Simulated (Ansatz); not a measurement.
Start from `OCB(F)O[SiH3]` and change one atom or group to get `OB(F)O[SiH3]`.

Ansatz, PBE0-D4/def2-TZVP geometries, multiplicity 1. Each molecule was computed in one conformer, which needn't be the lowest.

| property | `OCB(F)O[SiH3]` |
| --- | --- |
| size of the dipole moment (ωB97M-V/def2-TZVPP) / D | 2.74 |
| HOMO–LUMO gap (PBE0/def2-TZVPP) / eV | 8.63 |
| LUMO energy (ωB97M-V/def2-TZVPP) / eV | 1.72 |
| LUMO energy (B3LYP/def2-TZVPP) / eV | -0.03 |
| size of the dipole moment (PBE/def2-TZVPP) / D | 2.64 |
| HOMO energy (PBE/def2-TZVPP) / eV | -6.67 |

Question: What does the change do to each property? (Estimate.)

Answer: Ansatz gave: 
```
                                          property  `OB(F)O[SiH3]`  shift
size of the dipole moment (ωB97M-V/def2-TZVPP) / D            1.28  -1.46
              HOMO–LUMO gap (PBE0/def2-TZVPP) / eV            9.25   0.62
             LUMO energy (ωB97M-V/def2-TZVPP) / eV            1.53  -0.19
               LUMO energy (B3LYP/def2-TZVPP) / eV           -0.26  -0.23
    size of the dipole moment (PBE/def2-TZVPP) / D            1.25  -1.39
                 HOMO energy (PBE/def2-TZVPP) / eV           -7.77  -1.10
```

With PBE0 the HOMO falls by 0.86 eV and the LUMO falls by 0.22 eV, so the gap widens by about 0.64 eV. PBE moves the HOMO by -1.10 eV and ωB97M-V by -0.71 eV. Dipoles are sizes alone; their direction can turn.

B3LYP here is the variant with VWN-RPA as its local correlation; programs differ in this.
